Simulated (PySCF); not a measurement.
Isomers of C7H12FN3, mass 157.102 u with the commonest isotopes. Theory: PBE0/pcSseg-1 in PySCF (dipole) on a GFN2-xTB geometry, gas phase. One conformer each, none proved a minimum here; rigid rotors.

Question: Order these by rotational constant C, smallest first.
A. `[CH3:1][CH2:2][C:3]([CH3:4])([CH3:5])[n:6]1[n:7][n:8][cH:9][c:10]1[F:11]` with C1–C2–C3–C4 178°, C2–C3–N6–N7 -117°
B. `[CH3:1][CH2:2][C:3]([CH3:4])([CH3:5])[n:6]1[n:7][cH:8][c:9]([F:10])[n:11]1` with C1–C2–C3–C4 180°, C2–C3–N6–N7 -120°
C. `[CH3:1][C:2]([CH3:3])([CH3:4])[CH2:5][n:6]1[n:7][n:8][cH:9][c:10]1[F:11]` with C2–C5–N6–N7 -80°

Answer: C (688.8 MHz), B (743.5 MHz), A (897.0 MHz).

Question: Order these by rotational constant A, smallest first.
A. `[CH3:1][CH2:2][C:3]([CH3:4])([CH3:5])[n:6]1[n:7][cH:8][c:9]([F:10])[n:11]1` with C1–C2–C3–C4 180°, C2–C3–N6–N7 -120°
B. `[CH3:1][CH2:2][C:3]([CH3:4])([CH3:5])[n:6]1[n:7][n:8][cH:9][c:10]1[F:11]` with C1–C2–C3–C4 178°, C2–C3–N6–N7 -117°
C. `[CH3:1][C:2]([CH3:3])([CH3:4])[CH2:5][n:6]1[n:7][n:8][cH:9][c:10]1[F:11]` with C2–C5–N6–N7 -80°

Answer: B (1530 MHz), A (1893 MHz), C (1956 MHz).

Question: Order these by out-of-plane moment Σ m c² = (Ia + Ib − Ic)/2, smallest first.
A. `[CH3:1][CH2:2][C:3]([CH3:4])([CH3:5])[n:6]1[n:7][n:8][cH:9][c:10]1[F:11]` with C1–C2–C3–C4 178°, C2–C3–N6–N7 -117°
B. `[CH3:1][CH2:2][C:3]([CH3:4])([CH3:5])[n:6]1[n:7][cH:8][c:9]([F:10])[n:11]1` with C1–C2–C3–C4 180°, C2–C3–N6–N7 -120°
C. `[CH3:1][C:2]([CH3:3])([CH3:4])[CH2:5][n:6]1[n:7][n:8][cH:9][c:10]1[F:11]` with C2–C5–N6–N7 -80°

Answer: C (65.21 u·Å²), B (125.73 u·Å²), A (138.18 u·Å²).

```
             SMILES  point group  Ia (u·Å²)  Ib (u·Å²)  Ic (u·Å²)      κ  μa (D)  μb (D)  μc (D)
  CC(C)(C)Cn1nncc1F           C1     258.33     605.75     733.67  -0.77    2.34    2.68    0.35
  CCC(C)(C)n1nncc1F           C1     330.34     509.44     563.43  -0.70    2.64    2.54    0.19
CCC(C)(C)n1ncc(F)n1           C1     266.97     664.18     679.69  -0.97    1.96    0.36    0.43
```
